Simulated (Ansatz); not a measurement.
**Molecular dynamics of C$_{2}$H$_{4}$AlN**

Input file:

```yaml
crystal:
  periodic: [false, false, false]
  atoms:
    - { symbol: C, position_ang: [-0.231736, 1.885521, 0.250461] }
    - { symbol: C, position_ang: [-0.060125, 0.572741, 0.192263] }
    - { symbol: "N", position_ang: [0.084686, -0.645997, 0.005204] }
    - { symbol: Al, position_ang: [0.669021, -2.344888, -0.689968] }
    - { symbol: H, position_ang: [-0.124973, 2.505424, -0.65589] }
    - { symbol: H, position_ang: [-0.467082, 2.387648, 1.20161] }
    - { symbol: H, position_ang: [-0.61021, -1.16091, -1.003708] }
    - { symbol: H, position_ang: [0.832617, -3.256837, 0.644228] }
basis:
  gaussian: { orbitals: def2-SVP }
hamiltonian:
  xc: pbe
  dispersion: d4
md:
  timestep: 0.5
  n_steps: 200
  ensemble: nve
  temperature: 300.0
  initial_velocities: maxwell_boltzmann
  seed: 6507
```

Run as:

```bash
$ ansatz run input.yaml --threads 1 --pin off --max-ram 2048MiB --backend cpu --events-out ev --progress --plain --runs-dir out
```

It starts at the highest image of a converged band, a first-order saddle point between two minima.

Output, in part (step lines, the closing report, with atoms numbered from 0):

```
md step     0: t =     0.00 fs  T =   300.0 K  F+E_penalty+E_count = -10209.71170587 eV  E_kin = 0.232668 eV  conserved = -10209.47903787 eV  (31 SCF iters)
md step     1: t =     0.50 fs  T =   296.7 K  F+E_penalty+E_count = -10209.70912247 eV  E_kin = 0.230137 eV  conserved = -10209.47898517 eV  (33 SCF iters)
md step     2: t =     1.00 fs  T =   287.5 K  F+E_penalty+E_count = -10209.70182695 eV  E_kin = 0.222954 eV  conserved = -10209.47887267 eV  (33 SCF iters)
md step     3: t =     1.50 fs  T =   274.4 K  F+E_penalty+E_count = -10209.69153765 eV  E_kin = 0.212804 eV  conserved = -10209.47873338 eV  (33 SCF iters)
md step     4: t =     2.00 fs  T =   260.2 K  F+E_penalty+E_count = -10209.68041633 eV  E_kin = 0.201814 eV  conserved = -10209.47860191 eV  (33 SCF iters)
md step     5: t =     2.50 fs  T =   247.6 K  F+E_penalty+E_count = -10209.67052499 eV  E_kin = 0.192020 eV  conserved = -10209.47850538 eV  (33 SCF iters)
md step     6: t =     3.00 fs  T =   238.5 K  F+E_penalty+E_count = -10209.66339456 eV  E_kin = 0.184936 eV  conserved = -10209.47845820 eV  (33 SCF iters)
md step     7: t =     3.50 fs  T =   233.8 K  F+E_penalty+E_count = -10209.65979161 eV  E_kin = 0.181331 eV  conserved = -10209.47846098 eV  (33 SCF iters)
[... lines left out ...]
Total energy: -10209.90909718 eV, -375.2072387963 hartree
Atom 0 at    -0.075941     2.091975     0.233913 Å, force     0.031153    -0.016014    -0.733339 eV/Å
Atom 1 at    -0.202889     0.767833     0.199202 Å, force    -0.138872    -0.053946     0.748243 eV/Å
Atom 2 at    -0.372385    -0.466315     0.186996 Å, force    -0.394773    -0.390661     0.288767 eV/Å
Atom 3 at     0.905781    -2.638583    -0.748948 Å, force     0.172419     0.076647     0.092586 eV/Å
Atom 4 at    -0.905433     2.741581     0.594558 Å, force     0.147131    -0.350499    -0.271653 eV/Å
Atom 5 at     0.743696     2.594393    -0.334518 Å, force    -0.070264    -0.239807     0.614714 eV/Å
Atom 6 at    -0.303980    -1.050520     1.063858 Å, force     0.453407     0.938589    -0.570986 eV/Å
Atom 7 at    -0.045271    -3.230199    -1.970564 Å, force    -0.200201     0.035692    -0.168331 eV/Å
Dipole moment:    -0.111141     0.361103     0.253527 e Å
```

The steps, from the saved trajectory:

```
time (fs)  T (K)  potential energy less start (eV)  conserved less start (meV/atom)
      0.0    300                             0.000                             0.00
      3.0    238                             0.048                             0.07
      6.0    260                             0.031                             0.05
      9.0    358                            -0.045                             0.02
     12.0    415                            -0.089                             0.03
     15.0    419                            -0.092                             0.04
     18.0    524                            -0.173                             0.06
     21.0    722                            -0.328                            -0.02
     24.0    738                            -0.340                             0.01
     27.0    667                            -0.284                             0.04
     30.0    671                            -0.287                             0.02
     33.0    668                            -0.285                             0.05
     36.0    684                            -0.298                             0.03
     39.0    731                            -0.334                             0.06
     42.0    869                            -0.442                            -0.02
     45.0    929                            -0.487                             0.05
     48.0   1025                            -0.562                            -0.01
     51.0   1012                            -0.552                             0.03
     54.0    943                            -0.498                             0.02
     57.0    840                            -0.419                            -0.01
     60.0    725                            -0.329                             0.08
     63.0    782                            -0.374                            -0.01
     66.0    792                            -0.381                             0.06
     69.0    765                            -0.360                             0.00
     72.0    722                            -0.327                             0.04
     75.0    720                            -0.326                             0.00
     78.0    584                            -0.220                             0.01
     81.0    460                            -0.123                             0.10
     84.0    594                            -0.228                            -0.01
     87.0    697                            -0.307                             0.02
     90.0    691                            -0.303                             0.01
     93.0    621                            -0.249                             0.03
     96.0    568                            -0.207                             0.06
     99.0    579                            -0.217                            -0.03
```

The run went to its last step. The conserved energy stayed within 0.1 meV per atom of its start (net change 0.012 meV per atom), so the integration is sound. The system heated up, since it started high on the potential surface and ran downhill. A run of 0.1 ps of so small a system gives no equilibrium averages. The orbitals stay closed-shell, which can raise the energy where a bond breaks towards radicals; this wasn't checked here.

The step under study would form N3–H7 and break Al4–H7. These pairs go: N3–H7 1.33 → 1.06 Å, Al4–H7 1.77 → 2.70 Å. In the last frame they stand as after the step (other bonds may differ from the relaxed reactants and products). Also parted: N3–Al4 1.93 → 2.69 Å. It ends as AlH + C2H3N. Pairs count as bonded within 1.25 times the sum of covalent radii (0.12 Å more for H–H).

Last frame:

```xyz
8
Properties=species:S:1:pos:R:3
C -0.076 2.092 0.234
C -0.203 0.768 0.199
N -0.372 -0.466 0.187
Al 0.906 -2.639 -0.749
H -0.905 2.742 0.595
H 0.744 2.594 -0.335
H -0.304 -1.050 1.064
H -0.045 -3.230 -1.971
```

The run took 10 min on 1 thread of Arm Neoverse N1, on a shared host, peak memory 0.11 GiB.
